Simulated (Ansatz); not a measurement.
Reaction (redistribution): `Cl[SiH2][O][GeH3]` + `CCC[SiH3]` → `[SiH3]CC[SiH2]Cl` + `C[O][GeH3]`

Program: Ansatz. Geometries: PBE0-D4/def2-TZVP. ΔE: electronic, gas phase. CCSD(T)/CBS is the MP2 limit (def2-TZVPP, def2-QZVPP) plus CCSD(T) − MP2 in def2-TZVPP, frozen cores. Functionals use def2-TZVPP. B3LYP here is the variant with VWN-RPA as its local correlation; programs differ in this. For Ge outer-core shells are correlated without core-valence functions, which leaves a few kJ/mol of doubt a bond. Scalar relativity is left out up to krypton. One conformer a species, not always the lowest.

| level | ΔE (kJ/mol) | difference from CCSD(T)/CBS |
| --- | --- | --- |
| PBE-D4 | 162.8 | -20.3 |
| r2SCAN-D4 | 177.9 | -5.2 |
| PBE0-D4 | 170.9 | -12.2 |
| B3LYP-D4 | 175.5 | -7.6 |
| ωB97X-V | 176.0 | -7.1 |
| ωB97M-V | 177.9 | -5.2 |
| B2PLYP | 184.2 | 1.1 |
| PBE | 166.0 | -17.1 |
| r2SCAN | 178.9 | -4.2 |
| PBE0 | 173.9 | -9.2 |
| B3LYP | 180.7 | -2.4 |
| HF/def2-TZVPP | 199.1 | 16.0 |
| MP2/def2-TZVPP | 187.3 | 4.2 |
| SCS-MP2/def2-TZVPP | 187.5 | 4.4 |
| CCSD/def2-TZVPP | 184.9 | 1.8 |
| CCSD(T)/def2-TZVPP | 181.9 | -1.2 |
| HF/def2-QZVPP | 200.9 | 17.8 |
| MP2/def2-QZVPP | 188.6 | 5.5 |
| SCS-MP2/def2-QZVPP | 189.0 | 5.9 |
| HF/CBS(def2) | 201.1 | 18.0 |
| MP2/CBS(def2) | 188.6 | 5.5 |
| CCSD/CBS(def2) | 186.2 | 3.1 |
| CCSD(T)/CBS | 183.1 | 0 |

Largest T1 diagnostic among the species: 0.011.

In def2-TZVPP, CCSD(T) changes the Hartree–Fock value by −17.3 kJ/mol (the triples alone add −3.1 kJ/mol) and MP2 by −11.8 kJ/mol. The D4 term adds −5.2 kJ/mol with B3LYP and −3.0 kJ/mol with PBE0; it sums over pairs of atoms, weighted by their polarisabilities, and B3LYP, whose exchange is more repulsive, gets the larger term.

CCSD(T)/CBS has its own doubt, a few kJ/mol and more with outer-core shells, so smaller differences from it don't rank the levels.
